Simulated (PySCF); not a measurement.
## Electron affinity of Rb by level of theory

Rb⁻ [Kr] 5s2 (1S) → Rb [Kr] 5s1 (2S), as a difference of total energies. Calculation: PySCF 2.14, in x2c-TZVPPall with one added diffuse shell each of s, p, d, f type (9s7p7d3f1g, 95 functions); scalar relativity by spin-free X2C-1e. Correlated levels: valence: [Kr] frozen. The calculations carry no spin-orbit coupling.

```tsv
method	electron affinity (eV)	error (eV)
UHF	-0.086	-0.572
MP2 (valence)	0.276	-0.210
SCS-MP2 (valence)	0.349	-0.137
CCSD (valence)	0.462	-0.024
```

Reference: 0.486 eV (measured; photodetachment measurements, as compiled on the Wikipedia data page of electron affinities).

Errors of the correlated levels include the incompleteness of this basis and the frozen core.

A negative affinity means that the anion lies above the atom at that level of theory.

With two correlated electrons CCSD is exact in that space.

The coupled-cluster amplitudes are large for Rb⁻ (T1 above 0.03 or a double amplitude above 0.15), so a single reference is strained.
